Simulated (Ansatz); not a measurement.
Geometry optimisation of the cluster Al4N4⁻.

```yaml
crystal:
  periodic: [false, false, false]
  atoms:
    - {symbol: Al, position_ang: [-1.365830, 1.346560, -0.039570]}
    - {symbol: Al, position_ang: [1.367200, -1.347800, 0.041280]}
    - {symbol: Al, position_ang: [1.358640, 1.371910, -0.050320]}
    - {symbol: Al, position_ang: [-1.358340, -1.370690, 0.050180]}
    - {symbol: N, position_ang: [-2.492940, -0.016270, -0.013720]}
    - {symbol: N, position_ang: [-0.014220, 2.485380, -0.062480]}
    - {symbol: N, position_ang: [2.491690, 0.015110, -0.027030]}
    - {symbol: N, position_ang: [0.013800, -2.484210, 0.101650]}
basis:
  gaussian: {orbitals: def2-SVPD}
total_charge: -1
magnetization: {spin_polarized: true, initial_magnetization: 1}
hamiltonian: {xc: r2scan, dispersion: d4}
scf: {lower_state_search: "off"}
output: {orbitals: {seedname: orbitals}}
relax: {f_tol: 0.02, max_steps: 100}
```

```sh
$ ansatz run in.yaml --threads 4 --pin off --events-out ev --progress --plain --max-ram 4787MiB
```

Shortened log:

```
Functional definition: r2SCAN
mean field -32332.42394798 eV, -1188.1946643840 hartree, gradient 7.5e-6 eV, S^2 0.765689; 0 other end points of the search recorded, 0 dependent functions left out
relax step   1: F+E_penalty+E_count = -32332.51497372 eV  Δ(F+E_penalty+E_count) = +0.000e0 eV  max|allowed force component| = 4.952e-1 eV/Å  Δτ_max = 0.0000 Å  (25 SCF iters, accepted)
mean field -32332.44975608 eV, -1188.1956128145 hartree, gradient 2.0e-6 eV, S^2 0.767862; 0 other end points of the search recorded, 0 dependent functions left out
relax step   2: F+E_penalty+E_count = -32332.54086860 eV  Δ(F+E_penalty+E_count) = -2.589e-2 eV  max|allowed force component| = 4.228e-1 eV/Å  Δτ_max = 0.0777 Å  (31 SCF iters, accepted)
mean field -32332.41545634 eV, -1188.1943523222 hartree, gradient 4.9e-6 eV, S^2 0.778883; 0 other end points of the search recorded, 0 dependent functions left out
relax step   3: F+E_penalty+E_count = -32332.50678982 eV  Δ(F+E_penalty+E_count) = +3.408e-2 eV  max|allowed force component| = 4.150e-1 eV/Å  Δτ_max = 0.1194 Å  (30 SCF iters, rejected (line search))
mean field -32332.49339409 eV, -1188.1972164817 hartree, gradient 2.4e-6 eV, S^2 0.772236; 0 other end points of the search recorded, 0 dependent functions left out
relax step   4: F+E_penalty+E_count = -32332.58456869 eV  Δ(F+E_penalty+E_count) = -4.370e-2 eV  max|allowed force component| = 2.396e-1 eV/Å  Δτ_max = 0.0436 Å  (31 SCF iters, accepted)
mean field -32332.49901635 eV, -1188.1974230961 hartree, gradient 2.2e-6 eV, S^2 0.772746; 0 other end points of the search recorded, 0 dependent functions left out
relax step   5: F+E_penalty+E_count = -32332.59060619 eV  Δ(F+E_penalty+E_count) = -6.038e-3 eV  max|allowed force component| = 4.854e-2 eV/Å  Δτ_max = 0.0204 Å  (25 SCF iters, accepted)
mean field -32332.49941976 eV, -1188.1974379210 hartree, gradient 1.6e-6 eV, S^2 0.772857; 0 other end points of the search recorded, 0 dependent functions left out
relax step   6: F+E_penalty+E_count = -32332.59092332 eV  Δ(F+E_penalty+E_count) = -3.171e-4 eV  max|allowed force component| = 1.540e-3 eV/Å  Δτ_max = 0.0042 Å  (26 SCF iters, accepted)
Total energy: -32332.59095173 eV, -1188.2008016588 hartree
Atom 0 at    -1.411493     1.394051    -0.042300 Å, force    -0.001408     0.001540    -0.000062 eV/Å
Atom 1 at     1.411521    -1.394083     0.042330 Å, force     0.001289    -0.001431     0.000005 eV/Å
Atom 2 at     1.396056     1.411978    -0.050684 Å, force     0.000368     0.000571    -0.000069 eV/Å
Atom 3 at    -1.396057    -1.411970     0.050660 Å, force    -0.000464    -0.000520     0.000079 eV/Å
Atom 4 at    -2.455272    -0.014577     0.007699 Å, force     0.000324    -0.000626    -0.000164 eV/Å
Atom 5 at    -0.014584     2.453916    -0.081738 Å, force     0.000632    -0.000408     0.000203 eV/Å
Atom 6 at     2.455258     0.014607    -0.006910 Å, force    -0.000240     0.000534    -0.000124 eV/Å
Atom 7 at     0.014572    -2.453932     0.080933 Å, force    -0.000500     0.000340     0.000132 eV/Å
Dipole moment:    -0.000024     0.000015     0.000007 e Å
Checks for a lower state left out: stability, starts, cluster_reference, orbital_swaps, neighbouring_geometries, increment
```

Hardware: 4 threads of Arm Neoverse V2 on a shared host. Wall time 40 s.

The structure comes from a short search, and lower isomers may exist.
